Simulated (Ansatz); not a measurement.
Two structures of Si$_{3}$N$_{2}$H$_{11}$O, doublet, reached by relaxing down either side of one saddle point (PBE0-D4/def2-TZVP). Energies are electronic, without zero-point energy. Ansatz 0.2.0; basis: def2-TZVPP and def2-QZVPP; cores frozen in the correlated methods; orbitals are unrestricted. Extrapolation: Hartree–Fock as exp(−7.88 √X), correlation as X^−2.97. First:

```
17
angstrom
Si 0.2463 -0.0803 0.8494
N 0.9306 -0.6528 -0.6173
Si 0.2499 -0.5221 -2.2004
N -0.9604 1.0875 0.4565
Si -2.5700 1.2485 1.0730
H -0.4571 -1.1178 1.6685
H 3.0780 -0.3698 1.3981
O 3.5192 -1.0421 0.8652
H 1.8712 -1.0229 -0.5319
H 0.1429 0.8915 -2.6620
H 1.1356 -1.2534 -3.1433
H -1.1178 -1.1032 -2.2470
H -0.6460 1.8376 -0.1463
H -2.7188 2.4442 1.9477
H -2.8713 0.0276 1.8586
H -3.5452 1.3870 -0.0424
H 3.7128 -1.7593 1.4735
```

Second:

Si1  (1.071, 0.733, 2.030)
N2  (0.296, -1.444, -0.744)
Si3  (0.132, -0.711, -2.292)
N4  (-0.164, 1.435, 1.083)
Si5  (-1.789, 0.869, 0.855)
H6  (0.431, -0.365, 2.816)
H7  (1.121, -1.219, -0.204)
O8  (2.253, 0.124, 1.026)
H9  (0.044, -2.413, -0.638)
H10  (0.268, 0.760, -2.133)
H11  (1.131, -1.135, -3.320)
H12  (-1.216, -1.046, -2.822)
H13  (0.104, 2.238, 0.530)
H14  (-2.765, 1.870, 1.371)
H15  (-1.944, -0.391, 1.617)
H16  (-2.099, 0.660, -0.583)
H17  (3.127, 0.035, 1.410)
(Å)

Q: Which bonds change from the first to the second?

A: Si₃N₂H₉ ([SiH3][NH][SiH][NH][SiH3]) + H₂O → Si₂NH₆O ([OH][SiH][NH][SiH3]) + SiNH₅ ([NH2][SiH3]); bonds formed: Si1–O8, N2–H7; bonds broken: Si1–N2, H7–O8.

Q: Give the saddle point's structure and its height above each. (An estimate is asked for; the value comes from the calculation.)

A: Computed: 1.046 eV above the first and 1.332 eV above the second (CCSD(T) at an estimated basis limit (MP2 extrapolated from triple and quadruple zeta, plus CCSD(T) − MP2 in triple zeta)).
Si1  (0.830, 0.264, 1.079)
N2  (0.733, -1.047, -0.274)
Si3  (0.347, -0.527, -1.908)
N4  (-0.529, 1.297, 0.603)
Si5  (-2.204, 0.895, 0.692)
H6  (0.373, -0.499, 2.273)
H7  (1.936, -1.113, 0.117)
O8  (2.604, -0.656, 1.049)
H9  (0.224, -1.875, 0.020)
H10  (1.195, 0.655, -2.194)
H11  (0.686, -1.629, -2.846)
H12  (-1.088, -0.191, -2.067)
H13  (-0.301, 2.275, 0.506)
H14  (-2.861, 1.308, 1.965)
H15  (-2.300, -0.588, 0.591)
H16  (-2.977, 1.506, -0.425)
H17  (3.334, -0.075, 0.819)
(Å)

No T1 diagnostic of these runs exceeds 0.014. ⟨S²⟩ of the unrestricted Hartree–Fock references: 0.75 to 0.76 (a pure state has 0.75).

The step is the kind of ligand exchange by which a precursor binds to a hydroxyl group, or is hydrolysed, in atomic layer deposition of oxides. Here a small cluster stands in for the surface site.

Labels in which every atom is bracketed show which atoms are joined, not bond orders.

For scale, one of the runs: CCSD(T)/def2-TZVPP, 373 basis functions, launched by `ansatz run in.yaml --threads 4 --pin off --events-out ev --progress --plain --max-ram 63488MiB --backend cuda --devices 0, --max-vram 37GiB`. The run took 56 s on 4 CPU threads of an AMD EPYC 7R13 and a share of one NVIDIA H100 (shared host), with 0.91 GiB of host memory at its peak.
